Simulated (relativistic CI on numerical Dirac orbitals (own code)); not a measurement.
## Mn2+: 3s photoemission

Computed with this model: Dirac-Coulomb-Breit CI, separate exchange-only KLI orbitals for each configuration, model QED, valence Slater integrals scaled by 0.8, multiplet model of photoemission in the sudden approximation; configurations [Ar] 3d5 → [Ne] 3s 3p6 3d5; 300 K; Lorentzian 1.5 eV and Gaussian 0.6 eV FWHM. Energies are those of the free ion, without screening or charge transfer. The energies are binding energies and can lie tens of eV above those of solids. Without intra-shell correlation the exchange splitting of an s hole comes out too large, often by half or more. S is read from ⟨S²⟩ = S(S + 1).

Field parameters in Wybourne normalisation: Oh B⁴₀ = 21Dq, B⁴₄ = √(5/14) B⁴₀. The field is a parameter set, without covalency.

Computed curve for free ion, scaled to 100 at the maximum (points under 2 are left out and the grid is thinned):

```
Energy (eV)  Intensity
      109.0        2.0
      109.6        2.5
      110.2        3.1
      110.6        3.7
      111.2        5.0
      111.8        7.1
      112.4       10.9
      113.0       18.5
      113.4       28.4
      114.0       59.3
      114.6       98.6
      115.2       78.9
      115.8       39.0
      116.2       24.4
      116.8       13.7
      117.4        8.8
      118.0        6.3
      118.6        4.8
      119.0        4.2
      119.6        3.7
      120.2        3.4
      120.8        3.3
      121.2        3.4
      121.8        3.7
      122.4        4.4
      123.0        5.7
      123.6        8.1
      124.0       11.0
      124.6       19.8
      125.2       40.6
      125.8       69.7
      126.4       58.7
      126.8       37.6
      127.4       18.3
      128.0       10.2
      128.6        6.4
      129.2        4.4
      129.6        3.5
      130.2        2.7
      130.8        2.1
```

The ground state has S = 2.50, and the centroid lies at 119.41 eV.
